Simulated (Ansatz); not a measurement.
Two structures of SiH$_{2}$S$_{2}$F$_{2}$, singlet, reached by relaxing down either side of one saddle point (PBE0-D4/def2-TZVP). Energies are electronic, without zero-point energy. Program: Ansatz 0.2.0. Basis: def2-TZVPP and def2-QZVPP. Cores are frozen in the correlated methods. Extrapolation: Hartree–Fock as exp(−7.88 √X), correlation as X^−2.97. First:

Si1  (-0.171, -0.363, 0.443)
S2  (1.330, -0.896, -0.932)
S3  (-1.025, 1.538, 0.148)
H4  (-1.223, 1.315, -1.163)
F5  (-1.227, -1.537, 0.344)
F6  (0.343, -0.331, 1.939)
H7  (1.974, 0.274, -0.778)
(Å)

Second:

| atom | x (Å) | y (Å) | z (Å) |
| --- | --- | --- | --- |
| Si1 | -0.5969 | -0.1628 | 0.7639 |
| S2 | 1.0706 | -0.3335 | -1.0028 |
| S3 | -1.4314 | 1.5857 | 0.6623 |
| H4 | 0.2297 | 0.1714 | -1.9238 |
| F5 | -1.2901 | -1.5273 | 0.3389 |
| F6 | 0.4387 | -0.6126 | 1.8811 |
| H7 | 1.5795 | 0.8794 | -0.7196 |

(1) Which bonds change from the first to the second?

(2) Give the saddle point's structure and its height above each. (An estimate is asked for; the value comes from the calculation.)

No T1 diagnostic of these runs exceeds 0.014.

Answers

(1) SiH₂S₂F₂ ([F][Si]([F])([SH])[SH]) → SiSF₂ ([F][Si]([F])[S]) + H₂S (still joined by a long Si–S bond); bonds formed: S2–H4; bonds broken: S3–H4; bonds weakened to dative contacts: Si1–S2.

(2) Computed: 37.86 kcal/mol above the first and 7.54 kcal/mol above the second (CCSD(T) at an estimated basis limit (MP2 extrapolated from triple and quadruple zeta, plus CCSD(T) − MP2 in triple zeta)).
Si1  (-0.503, -0.245, 0.609)
S2  (0.866, -0.351, -1.256)
S3  (-1.432, 1.437, 0.107)
H4  (-0.074, 0.796, -1.203)
F5  (-1.218, -1.655, 0.590)
F6  (0.519, -0.342, 1.815)
H7  (1.841, 0.361, -0.661)
(Å)

Labels in which every atom is bracketed show which atoms are joined, not bond orders.

For scale, one of the runs: CCSD(T)/def2-TZVPP, 216 basis functions, launched by `ansatz run in.yaml --threads 4 --pin off --events-out ev --progress --plain --max-ram 9574MiB`. Time: 100 s of wall clock on 4 CPU threads of an Intel Xeon; the host was shared. Peak host memory: 3 GiB.
